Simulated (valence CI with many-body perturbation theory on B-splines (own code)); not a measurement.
The numbers below are computed, except where a source is named.
## Sensitivity of CI+MBPT for Sn37+

Level of theory: relativistic CI+MBPT: three valence electrons over a frozen Dirac-Fock core [Ne], a basis of 6 s, 6 p, 5 d, 3 f, 1 g functions for each j, with the one-electron correlation potential Σ1, the two-electron term Σ2, the three-electron term Σ3, Breit, model QED; selected CI, second order for the rest, scaled by the run's own slope (own B-spline code, finite nucleus).

No measured spectrum was set against this ion. As an estimate, large intervals hold to a few tenths of a per cent, small ones and those within an open d or f shell to about a per cent.

The reference run has the lowest level (3s^2 3p1/2) J=1/2 and an ionisation energy of 2523.99 eV. Its largest variational space holds 2843 state functions.

Levels are named by their leading jj configuration (3d3/2^4 stands for four electrons in 3d with j = 3/2), which in mixed levels can hold well under half, so a name can repeat and another be missing. Letters in brackets count levels of one name in rising energy.

Changed runs:
A. size limit of the variational space 10000 → 3000; scale of Σ2 1 → 0
B. highest l in the core sums 6 → 7; three-electron term on → off
C. shift of the energy in Σ1 (hartree) 0 → -13.333
D. scale of Σ1 1 → 0 (bad on purpose)

Excitation energies of the reference run in cm⁻¹, and shifts in cm⁻¹:

```csv
Level,Reference,A,B,C,D
(3s^2 3p3/2) J=3/2,464406,-306,-8.6,-34,-539
(3s 3p1/2^2) J=1/2,722356,-488,-113,+60,+1673
(3s 3p1/2 3p3/2) J=3/2 [a],1067620,-1797,-195,+28,+1170
(3s 3p1/2 3p3/2) J=5/2,1146690,-1109,-156,+26,+1132
(3s 3p1/2 3p3/2) J=3/2 [b],1260410,+192,-116,+24,+1118
(3s 3p1/2 3p3/2) J=1/2,1328230,+3586,+13,+28,+1190
(3s 3p3/2^2) J=5/2,1542350,-1368,-150,-4.7,+572
(3s^2 3d3/2) J=3/2,1594470,+4177,+274,+17,+998
(3s^2 3d5/2) J=5/2,1741610,+3898,+332,0,+564
(3s 3p3/2^2) J=1/2,1796170,+1721,+56,-7.3,+621
(3s 3p3/2^2) J=3/2,1835480,+4124,+72,-5.9,+652
(3p1/2^2 3p3/2) J=3/2,2008520,+1396,-265,+85,+2782
Ionisation energy (eV),2523.99,+0.16,+0.06,-0.07,-1.00
```
